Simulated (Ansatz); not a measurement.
## Nudged elastic band run: ClF2H3W

The input (input.yaml):

```yaml
crystal:
  periodic: [false, false, false]
  atoms:
    - { symbol: W, position_ang: [0.136815, 0.24036, 0.022267] }
    - { symbol: F, position_ang: [0.648162, 0.429748, 1.788903] }
    - { symbol: H, position_ang: [1.396179, -0.905711, 0.06073] }
    - { symbol: F, position_ang: [-0.375883, 2.091992, 0.133871] }
    - { symbol: H, position_ang: [-1.39587, -0.4245, 0.128368] }
    - { symbol: H, position_ang: [0.10976, -1.446614, 0.344982] }
    - { symbol: Cl, position_ang: [0.420436, 0.144726, -2.209619] }
basis:
  gaussian: { orbitals: def2-SVP }
hamiltonian:
  xc: b3lyp
  dispersion: d4
neb:
  order_check: false
  images: 5
  f_tol: 0.03
  max_iterations: 60
  optimiser: lbfgs
  climbing: immediate
  final_atoms:
    - { symbol: W, position_ang: [-0.05338364, 0.38782809, -0.52341818] }
    - { symbol: F, position_ang: [0.7296645, 0.07554802, 1.76574515] }
    - { symbol: H, position_ang: [0.91317241, -0.79911917, 1.4561455] }
    - { symbol: F, position_ang: [-0.0276711, 2.01909087, 0.34417637] }
    - { symbol: H, position_ang: [-1.30818611, -0.51826612, 0.12853018] }
    - { symbol: H, position_ang: [0.76627315, -1.07948224, -0.16893631] }
    - { symbol: Cl, position_ang: [-0.08027022, 0.04440156, -2.73274071] }
  initial_path:
    images:
      - { positions_ang: [[0.136815, 0.24036, 0.022267], [0.648162, 0.429748, 1.788903], [1.396179, -0.905711, 0.06073], [-0.375883, 2.091992, 0.133871], [-1.39587, -0.4245, 0.128368], [0.10976, -1.446614, 0.344982], [0.420436, 0.144726, -2.209619]] }
      - { positions_ang: [[0.09169393, 0.15853271, 0.01412392], [0.73247049, 0.29528872, 1.80582006], [1.50314669, -0.58373658, 0.32628509], [-0.27418473, 2.00914916, 0.08975254], [-1.50292066, -0.30707433, 0.07575775], [0.09604515, -1.53901155, 0.22812745], [0.29334814, 0.09685287, -2.27036481]] }
      - { positions_ang: [[0.04657286, 0.07670541, 0.00598084], [0.81677898, 0.16082943, 1.82273711], [1.61011438, -0.26176215, 0.59184018], [-0.17248647, 1.92630632, 0.04563409], [-1.60997133, -0.18964866, 0.02314751], [0.0823303, -1.6314091, 0.11127289], [0.16626028, 0.04897975, -2.33111062]] }
      - { positions_ang: [[0.00145179, -0.00512188, -0.00216224], [0.90108747, 0.02637015, 1.83965417], [1.71708207, 0.06021227, 0.85739527], [-0.0707882, 1.84346348, 0.00151563], [-1.71702199, -0.07222299, -0.02946274], [0.06861545, -1.72380666, -0.00558166], [0.03917241, 0.00110662, -2.39185643]] }
      - { positions_ang: [[-0.01682669, 0.12586144, -0.17591422], [0.84394648, 0.04276277, 1.81501783], [1.44911218, -0.22623154, 1.05697868], [-0.05641584, 1.90200595, 0.11573588], [-1.58074336, -0.22090403, 0.02320157], [0.30116802, -1.50903185, -0.06003321], [-0.0006418, 0.01553827, -2.50548453]] }
      - { positions_ang: [[-0.03510516, 0.25684476, -0.3496662], [0.78680549, 0.05915539, 1.79038149], [1.1811423, -0.51267535, 1.25656209], [-0.04204347, 1.96054841, 0.22995612], [-1.44446473, -0.36958508, 0.07586587], [0.53372058, -1.29425705, -0.11448476], [-0.04045601, 0.02996991, -2.61911262]] }
      - { positions_ang: [[-0.05338364, 0.38782809, -0.52341818], [0.7296645, 0.07554802, 1.76574515], [0.91317241, -0.79911917, 1.4561455], [-0.0276711, 2.01909087, 0.34417637], [-1.30818611, -0.51826612, 0.12853018], [0.76627315, -1.07948224, -0.16893631], [-0.08027022, 0.04440156, -2.73274071]] }
```

Launched with:

```bash
$ ansatz run input.yaml --threads 2 --pin off --max-ram 3072MiB --backend cpu --events-out ev --progress --plain --runs-dir out
```

Output, in part (warnings, iteration lines):

```
NEB end point (image 0): max|allowed force component| = 2.940e-2 eV/Å (the criterion of neb.relax_end_points is 1.000e-2)
NEB end point (image 6): max|allowed force component| = 2.201e-2 eV/Å (the criterion of neb.relax_end_points is 1.000e-2)
NEB iter   1: max|band force component| = 6.312e0 eV/Å  barrier→ = 5.1620 eV  barrier← = 3.6365 eV  CI = image 3  Δτ_max = 0.0904 Å  (290 SCF iters)
NEB iter   2: max|band force component| = 3.199e0 eV/Å  barrier→ = 4.4482 eV  barrier← = 2.9227 eV  CI = image 3  Δτ_max = 0.1115 Å  (227 SCF iters)
NEB iter   3: max|band force component| = 2.188e0 eV/Å  barrier→ = 3.9951 eV  barrier← = 2.4697 eV  CI = image 3  Δτ_max = 0.0539 Å  (212 SCF iters)
NEB iter   4: max|band force component| = 1.919e0 eV/Å  barrier→ = 3.6561 eV  barrier← = 2.1306 eV  CI = image 3  Δτ_max = 0.2000 Å  (193 SCF iters)
NEB iter   5: max|band force component| = 2.516e0 eV/Å  barrier→ = 2.8522 eV  barrier← = 1.3268 eV  CI = image 3  Δτ_max = 0.0366 Å  (209 SCF iters)
NEB iter   6: max|band force component| = 1.634e0 eV/Å  barrier→ = 2.6713 eV  barrier← = 1.1458 eV  CI = image 3  Δτ_max = 0.0848 Å  (194 SCF iters)
NEB iter   7: max|band force component| = 1.948e0 eV/Å  barrier→ = 2.5736 eV  barrier← = 1.0481 eV  CI = image 3  Δτ_max = 0.0352 Å  (194 SCF iters)
NEB iter   8: max|band force component| = 1.038e0 eV/Å  barrier→ = 2.5072 eV  barrier← = 0.9817 eV  CI = image 3  Δτ_max = 0.0612 Å  (190 SCF iters)
NEB iter   9: max|band force component| = 1.054e0 eV/Å  barrier→ = 2.4880 eV  barrier← = 0.9625 eV  CI = image 3  Δτ_max = 0.0197 Å  (189 SCF iters)
NEB iter  10: max|band force component| = 6.836e-1 eV/Å  barrier→ = 2.4520 eV  barrier← = 0.9266 eV  CI = image 3  Δτ_max = 0.0312 Å  (193 SCF iters)
NEB iter  11: max|band force component| = 1.153e0 eV/Å  barrier→ = 2.4178 eV  barrier← = 0.8924 eV  CI = image 3  Δτ_max = 0.0174 Å  (189 SCF iters)
NEB iter  12: max|band force component| = 6.512e-1 eV/Å  barrier→ = 2.3917 eV  barrier← = 0.8663 eV  CI = image 3  Δτ_max = 0.0291 Å  (190 SCF iters)
NEB iter  13: max|band force component| = 8.003e-1 eV/Å  barrier→ = 2.3573 eV  barrier← = 0.8319 eV  CI = image 3  Δτ_max = 0.0171 Å  (189 SCF iters)
NEB iter  14: max|band force component| = 5.562e-1 eV/Å  barrier→ = 2.3374 eV  barrier← = 0.8119 eV  CI = image 3  Δτ_max = 0.0157 Å  (193 SCF iters)
NEB iter  15: max|band force component| = 5.781e-1 eV/Å  barrier→ = 2.3174 eV  barrier← = 0.7919 eV  CI = image 3  Δτ_max = 0.0121 Å  (195 SCF iters)
NEB iter  16: max|band force component| = 4.595e-1 eV/Å  barrier→ = 2.3046 eV  barrier← = 0.7792 eV  CI = image 3  Δτ_max = 0.0208 Å  (193 SCF iters)
NEB iter  17: max|band force component| = 7.312e-1 eV/Å  barrier→ = 2.2791 eV  barrier← = 0.7536 eV  CI = image 3  Δτ_max = 0.0153 Å  (196 SCF iters)
NEB iter  18: max|band force component| = 3.963e-1 eV/Å  barrier→ = 2.2685 eV  barrier← = 0.7431 eV  CI = image 3  Δτ_max = 0.0089 Å  (195 SCF iters)
NEB iter  19: max|band force component| = 4.587e-1 eV/Å  barrier→ = 2.2581 eV  barrier← = 0.7326 eV  CI = image 3  Δτ_max = 0.0096 Å  (198 SCF iters)
NEB iter  20: max|band force component| = 3.350e-1 eV/Å  barrier→ = 2.2506 eV  barrier← = 0.7251 eV  CI = image 3  Δτ_max = 0.0179 Å  (195 SCF iters)
NEB iter  21: max|band force component| = 6.515e-1 eV/Å  barrier→ = 2.2320 eV  barrier← = 0.7065 eV  CI = image 3  Δτ_max = 0.0133 Å  (196 SCF iters)
NEB iter  22: max|band force component| = 3.074e-1 eV/Å  barrier→ = 2.2255 eV  barrier← = 0.7000 eV  CI = image 3  Δτ_max = 0.0067 Å  (196 SCF iters)
NEB iter  23: max|band force component| = 3.896e-1 eV/Å  barrier→ = 2.2186 eV  barrier← = 0.6932 eV  CI = image 3  Δτ_max = 0.0082 Å  (196 SCF iters)
NEB iter  24: max|band force component| = 2.629e-1 eV/Å  barrier→ = 2.2134 eV  barrier← = 0.6879 eV  CI = image 3  Δτ_max = 0.0147 Å  (188 SCF iters)
NEB iter  25: max|band force component| = 5.736e-1 eV/Å  barrier→ = 2.1998 eV  barrier← = 0.6743 eV  CI = image 3  Δτ_max = 0.0115 Å  (197 SCF iters)
NEB iter  26: max|band force component| = 2.647e-1 eV/Å  barrier→ = 2.1952 eV  barrier← = 0.6698 eV  CI = image 3  Δτ_max = 0.0057 Å  (186 SCF iters)
NEB iter  27: max|band force component| = 3.488e-1 eV/Å  barrier→ = 2.1901 eV  barrier← = 0.6646 eV  CI = image 3  Δτ_max = 0.0075 Å  (190 SCF iters)
NEB iter  28: max|band force component| = 2.172e-1 eV/Å  barrier→ = 2.1862 eV  barrier← = 0.6608 eV  CI = image 3  Δτ_max = 0.0116 Å  (187 SCF iters)
NEB iter  29: max|band force component| = 5.025e-1 eV/Å  barrier→ = 2.1764 eV  barrier← = 0.6510 eV  CI = image 3  Δτ_max = 0.0099 Å  (196 SCF iters)
NEB iter  30: max|band force component| = 2.276e-1 eV/Å  barrier→ = 2.1731 eV  barrier← = 0.6476 eV  CI = image 3  Δτ_max = 0.0050 Å  (187 SCF iters)
NEB iter  31: max|band force component| = 3.295e-1 eV/Å  barrier→ = 2.1689 eV  barrier← = 0.6434 eV  CI = image 3  Δτ_max = 0.0071 Å  (180 SCF iters)
NEB iter  32: max|band force component| = 1.936e-1 eV/Å  barrier→ = 2.1660 eV  barrier← = 0.6405 eV  CI = image 3  Δτ_max = 0.0090 Å  (185 SCF iters)
NEB iter  33: max|band force component| = 4.389e-1 eV/Å  barrier→ = 2.1590 eV  barrier← = 0.6336 eV  CI = image 3  Δτ_max = 0.0085 Å  (194 SCF iters)
NEB iter  34: max|band force component| = 1.951e-1 eV/Å  barrier→ = 2.1565 eV  barrier← = 0.6310 eV  CI = image 3  Δτ_max = 0.0050 Å  (183 SCF iters)
NEB iter  35: max|band force component| = 3.180e-1 eV/Å  barrier→ = 2.1529 eV  barrier← = 0.6275 eV  CI = image 3  Δτ_max = 0.0068 Å  (178 SCF iters)
NEB iter  36: max|band force component| = 1.884e-1 eV/Å  barrier→ = 2.1507 eV  barrier← = 0.6252 eV  CI = image 3  Δτ_max = 0.0081 Å  (185 SCF iters)
NEB iter  37: max|band force component| = 3.841e-1 eV/Å  barrier→ = 2.1458 eV  barrier← = 0.6203 eV  CI = image 3  Δτ_max = 0.0072 Å  (189 SCF iters)
NEB iter  38: max|band force component| = 1.718e-1 eV/Å  barrier→ = 2.1438 eV  barrier← = 0.6184 eV  CI = image 3  Δτ_max = 0.0056 Å  (186 SCF iters)
NEB iter  39: max|band force component| = 3.102e-1 eV/Å  barrier→ = 2.1408 eV  barrier← = 0.6153 eV  CI = image 3  Δτ_max = 0.0067 Å  (180 SCF iters)
NEB iter  40: max|band force component| = 1.829e-1 eV/Å  barrier→ = 2.1390 eV  barrier← = 0.6136 eV  CI = image 3  Δτ_max = 0.0072 Å  (185 SCF iters)
NEB iter  41: max|band force component| = 3.353e-1 eV/Å  barrier→ = 2.1356 eV  barrier← = 0.6102 eV  CI = image 3  Δτ_max = 0.0061 Å  (177 SCF iters)
NEB iter  42: max|band force component| = 1.679e-1 eV/Å  barrier→ = 2.1341 eV  barrier← = 0.6086 eV  CI = image 3  Δτ_max = 0.0063 Å  (186 SCF iters)
NEB iter  43: max|band force component| = 3.045e-1 eV/Å  barrier→ = 2.1314 eV  barrier← = 0.6059 eV  CI = image 3  Δτ_max = 0.0066 Å  (179 SCF iters)
NEB iter  44: max|band force component| = 1.773e-1 eV/Å  barrier→ = 2.1300 eV  barrier← = 0.6046 eV  CI = image 3  Δτ_max = 0.0063 Å  (184 SCF iters)
NEB iter  45: max|band force component| = 2.919e-1 eV/Å  barrier→ = 2.1277 eV  barrier← = 0.6022 eV  CI = image 3  Δτ_max = 0.0052 Å  (177 SCF iters)
NEB iter  46: max|band force component| = 1.638e-1 eV/Å  barrier→ = 2.1264 eV  barrier← = 0.6010 eV  CI = image 3  Δτ_max = 0.0072 Å  (179 SCF iters)
NEB iter  47: max|band force component| = 3.001e-1 eV/Å  barrier→ = 2.1240 eV  barrier← = 0.5985 eV  CI = image 3  Δτ_max = 0.0066 Å  (178 SCF iters)
NEB iter  48: max|band force component| = 1.716e-1 eV/Å  barrier→ = 2.1229 eV  barrier← = 0.5975 eV  CI = image 3  Δτ_max = 0.0055 Å  (187 SCF iters)
NEB iter  49: max|band force component| = 2.537e-1 eV/Å  barrier→ = 2.1212 eV  barrier← = 0.5958 eV  CI = image 3  Δτ_max = 0.0044 Å  (172 SCF iters)
NEB iter  50: max|band force component| = 1.594e-1 eV/Å  barrier→ = 2.1203 eV  barrier← = 0.5948 eV  CI = image 3  Δτ_max = 0.0081 Å  (173 SCF iters)
NEB iter  51: max|band force component| = 3.059e-1 eV/Å  barrier→ = 2.1180 eV  barrier← = 0.5926 eV  CI = image 3  Δτ_max = 0.0066 Å  (179 SCF iters)
NEB iter  52: max|band force component| = 1.659e-1 eV/Å  barrier→ = 2.1172 eV  barrier← = 0.5917 eV  CI = image 3  Δτ_max = 0.0048 Å  (185 SCF iters)
NEB iter  53: max|band force component| = 2.204e-1 eV/Å  barrier→ = 2.1160 eV  barrier← = 0.5905 eV  CI = image 3  Δτ_max = 0.0038 Å  (157 SCF iters)
NEB iter  54: max|band force component| = 1.549e-1 eV/Å  barrier→ = 2.1152 eV  barrier← = 0.5897 eV  CI = image 3  Δτ_max = 0.0092 Å  (156 SCF iters)
NEB iter  55: max|band force component| = 3.139e-1 eV/Å  barrier→ = 2.1131 eV  barrier← = 0.5876 eV  CI = image 3  Δτ_max = 0.0066 Å  (178 SCF iters)
NEB iter  56: max|band force component| = 1.601e-1 eV/Å  barrier→ = 2.1124 eV  barrier← = 0.5869 eV  CI = image 3  Δτ_max = 0.0041 Å  (168 SCF iters)
NEB iter  57: max|band force component| = 1.916e-1 eV/Å  barrier→ = 2.1115 eV  barrier← = 0.5860 eV  CI = image 3  Δτ_max = 0.0032 Å  (156 SCF iters)
NEB iter  58: max|band force component| = 1.502e-1 eV/Å  barrier→ = 2.1109 eV  barrier← = 0.5854 eV  CI = image 3  Δτ_max = 0.0105 Å  (150 SCF iters)
NEB iter  59: max|band force component| = 3.237e-1 eV/Å  barrier→ = 2.1088 eV  barrier← = 0.5833 eV  CI = image 3  Δτ_max = 0.0067 Å  (177 SCF iters)
NEB iter  60: max|band force component| = 1.544e-1 eV/Å  barrier→ = 2.1082 eV  barrier← = 0.5827 eV  CI = image 3  Δτ_max = 0.0036 Å  (164 SCF iters)
Error: NEB band did not converge after 60 iterations: max|band force component| = 1.54e-1 eV/Å (threshold 3.0e-2); raise `neb.max_iterations` in a new run, which can start from the last band evaluated (`neb.initial_path`, with `crystal.atoms` and `neb.final_atoms` set to its first and last images), …
```

The run ended unconverged. The band didn't meet its force threshold, so its energies are provisional: the largest band force was still 0.15 eV/Å, and over the last iterations the top stayed at 2.11 eV. The orbitals stay closed-shell, which can raise the energy where a bond breaks towards radicals; this wasn't checked here.

Final band (atoms are numbered from 1 in the order of the input):

```
image  path coordinate (Å)  energy (kcal/mol)  W1–H3 (Å)  F2–H3 (Å)
    0                 0.00                0.0       1.70       2.31
    1                 0.49                2.1       1.67       2.18
    2                 0.97               23.3       1.65       1.71
    3                 1.45               48.6       1.80       1.21
    4                 1.95               39.6       2.28       0.96
    5                 2.43               36.3       2.49       0.94
    6                 2.93               35.2       2.50       0.95
```

Run time: 13 min on 2 threads of Arm Neoverse V1, on a shared host, peak memory 0.21 GiB.
